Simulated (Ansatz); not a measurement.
Geometry optimisation, RKS PBE0/def2-SVPD (Ansatz 0.2.0).

Input file:

```yaml
crystal:
  periodic: [false, false, false]
  atoms:
    - { symbol: Si, position_ang: [-1.001713, 0.020061, 0.377454] }
    - { symbol: Br, position_ang: [2.285139, 0.761785, -0.91105] }
    - { symbol: S, position_ang: [-0.451089, -1.862765, 0.278183] }
    - { symbol: H, position_ang: [1.692711, -0.557204, -0.602365] }
    - { symbol: H, position_ang: [-1.709913, 0.746736, -0.711709] }
    - { symbol: H, position_ang: [-0.815235, 0.891287, 1.569487] }
basis:
  gaussian: { orbitals: def2-SVPD }
hamiltonian:
  xc: pbe0
relax:
  f_tol: 0.03
  max_steps: 50
```

Launched with:

```bash
$ ansatz run input.yaml --threads 2 --pin off --max-ram 3072MiB --backend cpu --events-out ev --progress --plain --runs-dir out
```

Problem. Where does it end, and by what steps?

Solution. The forces met the threshold. The force dipped under the threshold on the way, but the program's further checks kept it going. After 10 steps the energy has fallen by 0.078 eV; Br2 moved furthest, 0.53 Å.

```tsv
step	energy less start (eV)	largest force component (eV/Å)	accepted
0	0.0000	0.833	yes
1	-0.0210	0.168	yes
2	-0.0294	0.079	yes
3	-0.0333	0.928	yes
4	-0.0565	0.403	yes
5	-0.0689	0.366	yes
6	-0.0688	0.286	no
7	-0.0756	0.023	yes
8	-0.0760	0.192	yes
9	-0.0775	0.040	yes
10	-0.0779	0.009	yes
```

```xyz
6
Properties=species:S:1:pos:R:3
Si -0.891 0.002 0.338
Br 1.789 0.853 -0.734
S -0.691 -1.954 0.380
H 1.976 -0.563 -0.714
H -1.525 0.763 -0.776
H -0.657 0.900 1.505
```

The run took 36 s on 2 threads of Intel(R) Xeon(R) Platinum 8259CL CPU @ 2.50GHz (Skylake/Cascade Lake) (shared host), peak memory 0.29 GiB.
